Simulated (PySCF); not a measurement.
C₄H₆BF. Atoms are numbered in the order given.

```xyz
12

C      1.1333    -2.2049     0.0000
C      0.3881    -1.2403     0.0000
B     -0.5474    -0.0380     0.0000
C     -2.1035    -0.2410     0.0000
C      0.0265     1.4248     0.0000
F      1.3925     1.5426     0.0000
H      1.7985    -3.0501     0.0000
H     -2.3985    -0.8426     0.8768
H     -2.6859     0.6920     0.0000
H     -2.3985    -0.8426    -0.8768
H     -0.3886     1.9592    -0.8799
H     -0.3886     1.9592     0.8799
```

Geometry: PBE0-D3(BJ)/def2-SVP. The structure was generated by enumeration, and PubChem lists no compound with its InChIKey, so it may never have been made. The values are those of a single conformer.

Vertical ionisation energy (IE) and electron affinity (EA) in eV. Rows of orbital energies are one-electron estimates. Where ΔSCF, EOM or ADC give a negative EA the extra electron is unbound and the value depends on the basis.

| level | IE | EA |
|---|---|---|
| −ε(HOMO), −ε(LUMO), r2SCAN/def2-TZVP (PySCF) | 6.86 | 2.41 |
| −ε(HOMO), −ε(LUMO), PBE/def2-TZVP (PySCF) | ___ | ___ |

Problem. Some entries are withheld; supply them. (Estimate from the structure and the level; the computed values follow.)

Solution. 
- −ε(HOMO), −ε(LUMO), PBE/def2-TZVP (PySCF), IE: 6.62
- −ε(HOMO), −ε(LUMO), PBE/def2-TZVP (PySCF), EA: 2.68
